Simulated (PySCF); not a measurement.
Cl3H2NTi, SMILES [NH2][Ti]([Cl])([Cl])[Cl], multiplicity 1.

Coordinates come from a PBE-D3(BJ)/def2-SVP optimisation. The multiplicity is an assumed one; no other spin state was optimised. The isomer is the one that the SMILES or the coordinates give; other isomers of the formula were not compared. One conformer was computed; it need not be the lowest.

Calculation: PySCF with PBE-D3(BJ)/def2-SVP.

Frequencies are harmonic and unscaled.

| mode | ν (cm⁻¹) | IR (km/mol) | moving atoms (share of kinetic energy) |
|---|---|---|---|
| 1 | 46 | 9.9 | H 58 %, Cl 34 % |
| 2 | 107 | 0.6 | Cl 85 %, Ti 10 % |
| 3 | 134 | 2.9 | Cl 56 %, Ti 31 %, N 11 % |
| 4 | 142 | 3.2 | Cl 59 %, H 32 % |
| 5 | 167 | 7.9 | N 41 %, Cl 29 %, H 22 %, Ti 8 % |
| 6 | 169 | 0.1 | N 43 %, H 30 %, Cl 23 % |
| 7 | 380 | 16.0 | Cl 83 %, Ti 11 % |
| 8 | 421 | 80.3 | H 64 %, N 22 %, Cl 10 % |
| 9 | 432 | 13.7 | H 52 %, Cl 22 %, Ti 17 %, N 9 % |
| 10 | 481 | 208.9 | Ti 51 %, Cl 36 % |
| 11 | 530 | 104.2 | Ti 40 %, H 30 %, Cl 22 %, N 8 % |
| 12 | 732 | 98.3 | N 59 %, Ti 28 %, H 13 % |
| 13 | 1409 | 40.1 | H 88 %, N 12 % |
| 14 | 3444 | 122.6 | H 96 % |
| 15 | 3554 | 40.6 | H 91 %, N 9 % |
